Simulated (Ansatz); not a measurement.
Ansatz (a quantum-chemistry and plane-wave program) input:
A basis named .json is the Basis Set Exchange file of that set.

Ansatz 0.2 input:
```yaml
crystal:
  periodic: [false, false, false]
  atoms:
    - {symbol: O, position_ang: [0.57105535, -0.18321906, 1.66627899]}
    - {symbol: Si, position_ang: [-0.21673388, -0.17383245, 0.23541279]}
    - {symbol: O, position_ang: [-0.52071387, -1.73954226, -0.12438609]}
    - {symbol: O, position_ang: [-1.66363288, 0.59504709, 0.23260729]}
    - {symbol: S, position_ang: [1.01101136, 0.87592653, -1.15834808]}
    - {symbol: H, position_ang: [0.35965656, -0.90148694, 2.27035676]}
    - {symbol: H, position_ang: [-1.08191642, -1.92711893, -0.88118122]}
    - {symbol: H, position_ang: [-1.66887992, 1.54537189, 0.37424330]}
    - {symbol: H, position_ang: [2.15556371, 0.32377757, -0.72162990]}
basis:
  gaussian:
    orbitals: cc-pV_T+d_Z.json
    fitting: {mean_field: def2-universal-jkfit, correlation: cc-pVTZ-RIFIT.json}
magnetization: {spin_polarized: false}
correlation: {method: mp2, electrons: outside_noble_gas}
```

Problem. Which total energy does the run end on?

Solution. -914.73703 Eh (RI-MP2/cc-pV(T+d)Z). The basis has 224 functions.
